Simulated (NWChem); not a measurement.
System: SiIBr, singlet; SMILES [Si](Br)I

NWChem input:

```
start job
memory heap 200 mb stack 900 mb global 1100 mb
geometry units angstroms noautoz
  Si     1.266960     0.494339     0.000000
  Br    -0.269911     2.173830     0.000000
  I     -0.148870    -1.580397     0.000000
end
basis spherical
  Si library def2-svp
  Br library def2-svp
  I library def2-svp
end
ecp
  I library def2-ecp
end
dft
  xc b3lyp
  iterations 150
  mulliken
end
task dft gradient
```

Parts of the log:

```
             Northwest Computational Chemistry Package (NWChem) 7.3.0
             --------------------------------------------------------

 CS  symmetry detected

                             Geometry "geometry" -> ""
                             -------------------------

 Output coordinates in angstroms (scale by  1.889725989 to convert to a.u.)

  No.       Tag          Charge          X              Y              Z
 ---- ---------------- ---------- -------------- -------------- --------------
    1 Si                  14.0000     1.26287080     0.50216395     0.00000000
    2 Br                  35.0000    -0.27454639     2.18115498     0.00000000
    3 I                   53.0000    -0.15228430    -1.57303245     0.00000000

 Effective nuclear repulsion energy (a.u.)     531.5574528987

      Symmetry information
      --------------------

 Group name             Cs
 Group number              2
 Group order               2
 No. of unique centers     3

                                 NWChem DFT Module
                                 -----------------

 Summary of "ao basis" -> "ao basis" (spherical)
 ------------------------------------------------------------------------------
       Tag                 Description            Shells   Functions and Types
 ---------------- ------------------------------  ------  ---------------------
 Si                         def2-svp                 8       18   4s3p1d
 Br                         def2-svp                12       32   5s4p3d
 I                          def2-svp                10       26   4s4p2d

      Symmetry analysis of basis
      --------------------------

        a'         53
        a"         23

            General Information
            -------------------
          SCF calculation type: DFT
          Wavefunction type:  closed shell.
          No. of atoms     :     3
          No. of electrons :    74
           Alpha electrons :    37
            Beta electrons :    37
          Charge           :     0
          Spin multiplicity:     1
          Use of symmetry is: on ; symmetry adaption is: on
          Maximum number of iterations: 150
          AO basis - number of functions:    76
                     number of shells:    30
          Convergence on energy requested:  1.00D-06
          Convergence on density requested:  1.00D-05
          Convergence on gradient requested:  5.00D-04

              XC Information
              --------------
                         B3LYP Method XC Potential
                     Hartree-Fock (Exact) Exchange  0.200
                        Slater Exchange Functional  0.800 local
                    Becke 1988 Exchange Functional  0.720 non-local
              Lee-Yang-Parr Correlation Functional  0.810
                  VWN I RPA Correlation Functional  0.190 local

             Grid Information
             ----------------
          Grid used for XC integration:  medium
          Radial quadrature: Mura-Knowles
          Angular quadrature: Lebedev.
          Tag              B.-S. Rad. Rad. Pts. Rad. Cut. Ang. Pts.
          ---              ---------- --------- --------- ---------
          Si                  1.10       88           9.0       590
          Br                  1.15      112          11.0       590
          I                   1.40      123          10.0       590
          Grid pruning is: on
          Number of quadrature shells:   323
          Spatial weights used:  Erf1

      Superposition of Atomic Density Guess
      -------------------------------------

 Sum of atomic energies:       -3207.95147273

      Non-variational initial energy
      ------------------------------

 Total energy =   -3157.753432
 1-e energy   =   -5120.922947
 2-e energy   =    1652.261689
 HOMO         =      -0.252781
 LUMO         =      -0.051654

      Symmetry analysis of molecular orbitals - initial
      -------------------------------------------------

  Numbering of irreducible representations:

     1 a'          2 a"

  Orbital symmetries:

     1 a'          2 a'          3 a'          4 a'          5 a'
     6 a"          7 a'          8 a'          9 a'         10 a'
    11 a"         12 a'         13 a'         14 a'         15 a"
    16 a'         17 a'         18 a"         19 a'         20 a'
    21 a"         22 a'         23 a"         24 a'         25 a'
    26 a"         27 a'         28 a"         29 a'         30 a'
    31 a'         32 a'         33 a'         34 a"         35 a"
    36 a'         37 a'         38 a"         39 a'         40 a'
    41 a'         42 a'         43 a'         44 a'         45 a"
    46 a'         47 a'

     ---------------------------------------------
      Total Density - Mulliken Population Analysis
     ---------------------------------------------

    Atom       Charge   Shell Charges
 -----------   ------   -------------------------------------------------------
    1 Si  14    13.05   2.00  1.99  1.29  0.61  5.93  0.53  0.62  0.08
    2 Br  35    35.48   2.00  2.00  2.00  1.37  0.58  6.00  5.99  2.40  3.13  8.23  1.73  0.06
    3 I   25    25.47   1.83  0.22  1.24  0.67  2.92  3.14  2.69  2.75  9.82  0.19

[...]

                         DFT ENERGY GRADIENTS

    atom               coordinates                        gradient
                 x          y          z           x          y          z
   1 Si      2.386480   0.948952   0.000000    0.000191  -0.001105   0.000000
   2 Br     -0.518817   4.121785   0.000000   -0.000524   0.000035   0.000000
   3 I      -0.287776  -2.972600   0.000000    0.000332   0.001070   0.000000
```

Level: B3LYP/def2-SVP with def2 effective core potentials on I. Low-valent species are run as closed-shell singlets; no triplet was tried in these runs. Coordinates come from a PBE-D3(BJ)/def2-SVP optimisation. B3LYP is NWChem's, with the RPA form of VWN correlation. def2 effective core potentials on I; no spin-orbit coupling.
